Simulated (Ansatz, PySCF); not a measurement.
Gas-phase reaction in SMILES: CN(C)C -> [CH2]N(C)C + H atom (the C-H bond at the site shown breaks; other sites are not compared here)
Structures are relaxed separately at B3LYP-D3(BJ)/def2-TZVP in Ansatz (a quantum-chemistry and plane-wave program), one conformer each, not searched for the lowest. Frequencies are from Ansatz or PySCF.

Quantity: bond dissociation energy (0 K, with B3LYP-D3(BJ) harmonic zero-point energies), in kJ/mol. Cores are frozen in the correlated levels unless marked. Open shells are spin-unrestricted. Spin-orbit coupling is left out. No relativistic terms. Basis-set limits of correlation are two-point, X^-3; Hartree-Fock from the larger set. The bracket is a focal-point correction in the basis named.

RI-MP2/CBS(cc-pVTZ,cc-pVQZ)+[CCSD(T)-MP2]/cc-pVDZ (Ansatz) gives 386.9 kJ/mol.

### Question
Another calculation gave 357.9 kJ/mol. Which level was it?
A) SVWN5/def2-TZVPD (Ansatz)
B) B97M-V/def2-TZVPD (Ansatz)
C) r2SCAN/def2-TZVPD (Ansatz)
D) HF/def2-TZVPD (PySCF)

### Answer
C, r2SCAN/def2-TZVPD (Ansatz). The others give 372.7 (B97M-V), 286.9 (HF), 395.7 (SVWN5) kJ/mol.
